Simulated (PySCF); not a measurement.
Geometries of 2 isomers of C5H8F2, from PySCF 2.14.0, PBE0-D3(BJ)/def2-SVP geometry optimisation, gas phase. One conformer each, no zero-point energy, no frequencies.

Question: Which is lower in electronic energy at this level?
A.
```xyz
15
angstrom
C     -1.991    0.353    0.500
C     -0.601   -0.030    0.088
C      0.429    0.818    0.199
C      1.868    0.611   -0.165
F      2.591    1.704    0.254
C     -0.492   -1.427   -0.439
F      0.757   -1.726   -0.924
H     -2.014    1.360    0.937
H     -2.682    0.337   -0.361
H     -2.398   -0.351    1.245
H      0.230    1.821    0.597
H      1.997    0.503   -1.255
H      2.287   -0.292    0.307
H     -0.736   -2.151    0.362
H     -1.228   -1.580   -1.251
```
B.
```xyz
15
angstrom
C      2.119    0.120   -0.632
C      1.352    0.498    0.591
C      0.096    0.163    0.910
C     -0.847   -0.665    0.097
C     -2.125    0.069   -0.234
F     -2.934   -0.725   -0.973
F     -2.791    0.385    0.902
H      3.002   -0.486   -0.366
H      2.503    1.017   -1.146
H      1.525   -0.455   -1.356
H      1.897    1.118    1.313
H     -0.309    0.529    1.860
H     -1.148   -1.570    0.653
H     -0.399   -0.999   -0.849
H     -1.951    1.004   -0.796
```

Answer: B. That is `C/C=C\CC(F)F`, 12.6 kcal/mol below the other.

```csv
SMILES,atoms numbered as above,E (Eh),relative (kcal/mol),relative (kJ/mol),dipole (D)
C/C=C\CC(F)F,[CH3:1]/[CH:2]=[CH:3]\[CH2:4][CH:5]([F:6])[F:7],-394.30581,0.0,0.0,2.38
C/C(=C/CF)CF,[CH3:1]/[C:2](=[CH:3]/[CH2:4][F:5])[CH2:6][F:7],-394.28570,12.6,52.8,2.97
```

As drawn, the lower has two fluorines on one carbon, which the higher lacks.
